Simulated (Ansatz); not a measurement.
`CC1(F)[SiH2]C1=O` + H₂ → `CC1[SiH2]C1=O` + H–F  (hydrogenolysis of a C–F bond)

Program: Ansatz. Geometries: PBE0-D4/def2-TZVP. ΔE: electronic, gas phase. CBS: MP2 limit from def2 TZ/QZ plus the TZ coupled-cluster correction, frozen cores. This one scheme is used for every species. DFT in def2-TZVPP. B3LYP here is the variant with VWN-RPA as its local correlation; programs differ in this.

Problem. Is it downhill or uphill in electronic energy at CCSD(T)/CBS, and by how much? (Best estimate.)

Solution. Ansatz gave: Downhill: ΔE = -1.31 eV.

Problem. What do these levels give: r2SCAN-D4, PBE0-D4, B3LYP-D4, B2PLYP, PBE, MP2/def2-TZVPP, CCSD(T)/def2-TZVPP, MP2/def2-QZVPP, SCS-MP2/def2-QZVPP, HF/CBS(def2), MP2/CBS(def2), CCSD/CBS(def2)? (Best estimate.)

Solution. The calculation gave: r2SCAN-D4 -1.13, PBE0-D4 -1.24, B3LYP-D4 -1.17, B2PLYP -1.25, PBE -1.14, MP2/def2-TZVPP -1.36, CCSD(T)/def2-TZVPP -1.28, MP2/def2-QZVPP -1.38, SCS-MP2/def2-QZVPP -1.34, HF/CBS(def2) -1.38, MP2/CBS(def2) -1.39, CCSD/CBS(def2) -1.36 eV.

Largest T1 diagnostic among the species: 0.016.

The D4 term adds +0.03 eV with B3LYP and +0.02 eV with PBE0; it sums over pairs of atoms, weighted by their polarisabilities, and B3LYP, whose exchange is more repulsive, gets the larger term. From PBE to PBE0 (25 % exact exchange), in def2-TZVPP and without D4, ΔE moves by −0.12 eV.
